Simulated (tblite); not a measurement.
Compound: C7H12BF.
Z-matrix (Å and degrees, GFN2-xTB geometry), rows numbered from 1:
```
B 
C   1  1.5793
C   2  1.5382  1  112.95
C   3  1.5248  2  110.97  1   168.48
C   4  1.4941  3  110.42  2    51.38
C   5  1.3221  4  123.09  3   -20.01
C   6  1.5055  5  124.25  4    -1.93
C   7  1.5273  2  112.40  1   -68.58
F   7  1.4089  2  107.92  1    49.11
H   1  1.1669  2  122.17  3   144.29
H   1  1.1691  2  118.45  3   -37.17
H   2  1.1003  1  105.71  3   116.29
H   3  1.0904  2  109.99  1    46.44
H   3  1.0917  2  108.41  1   -71.59
H   4  1.0962  3  110.23  2   -69.36
H   4  1.0928  3  110.27  2   172.54
H   5  1.0815  4  116.77  3   160.07
H   6  1.0810  5  120.95  4   177.85
H   8  1.0870  7  109.77  2   -67.96
H   8  1.0878  7  109.58  2   172.40
H   8  1.0857  7  110.50  2    52.62
```

Method: GFN2-xTB as coded in tblite; computed harmonic values from a numerical Hessian at the method's own geometry, unscaled. Errors from tens to a few hundred cm⁻¹ against measured bands are possible. Modes of hydrogen on boron can be 10 to 20 % off. One conformer, not necessarily the lowest.

Harmonic wavenumbers (cm⁻¹): 58.4, 117.0, 170.5, 180.4, 227.7, 259.7, 271.3, 325.2, 379.5, 437.9, 465.0, 487.8, 535.7, 687.3, 712.3, 761.2, 790.0, 824.5, 865.1, 897.3, 923.2, 943.3, 954.4, 964.3, 1015.1, 1063.1, 1087.8, 1107.2, 1127.1, 1145.0, 1171.3, 1187.2, 1211.6, 1230.5, 1247.1, 1288.7, 1329.5, 1337.2, 1356.1, 1395.2, 1468.1, 1476.3, 1484.8, 1487.9, 1729.2, 2650.5, 2689.3, 2875.7, 2920.5, 2969.6, 2985.6, 2996.5, 3038.8, 3042.5, 3057.1, 3061.6, 3075.4.

A = 2196, B = 1657, C = 1196 MHz; mass 126.102 u (most abundant isotopes); point group C1, symmetry number 1.

Q: What is the zero-point energy?

A: ½Σν̃ = 37774 cm⁻¹ = 451.88 kJ/mol.

Q: Entropy at 298.15 K, 1 bar (ideal gas, RRHO, classical rotation)?

A: Translation 169.18, rotation 120.05, vibration 106.81: S = 396.0 J/(mol K).

Q: And Cp and H(298.15 K) − H(0)?

A: Cp = 164.81 J/(mol K), of which vibrations give 131.55 (their classical limit is 57 R = 473.9); H(298.15 K) − H(0) = 28.09 kJ/mol without the zero-point energy, 18.18 from vibrations.

Q: What must be added to the electronic energy to get the Gibbs energy at 298.15 K and 1 bar?

A: ZPE + [H(298.15 K) − H(0)] − T·S = 451.88 + 28.09 − 118.08 = 361.89 kJ/mol.

Q: How do the functions run with temperature in this model?

A: 
| T (K) | S (J/(mol K)) | Cp (J/(mol K)) | H − H(0) (kJ/mol) | G − H(0) (kJ/mol) | ln q(vib) |
| --- | --- | --- | --- | --- | --- |
| 50 | 236.9 | 47.2 | 1.91 | -9.94 | 0.26 |
| 100 | 277.0 | 71.5 | 4.87 | -22.83 | 1.04 |
| 373.15 | 437.0 | 201.7 | 41.85 | -121.23 | 7.39 |
| 500 | 503.9 | 255.8 | 70.99 | -180.95 | 10.67 |
| 750 | 623.0 | 330.8 | 145.05 | -322.18 | 17.19 |
| 1000 | 725.2 | 379.1 | 234.19 | -491.03 | 23.43 |

q(vib) and H(0) count from the zero-point level.

Hindered rotation and anharmonicity are outside this model. Other conformers, if any are populated, would add a mixing term that is left out. The structure is chiral; the term R ln 2 for an equal mix with its mirror image is left out.

On an Arm Neoverse N1 with one thread, no GPU, shared host with 64 logical CPUs at a one-minute load of 58, this took 1.3 s of wall time. The figure is for the frequency step alone.
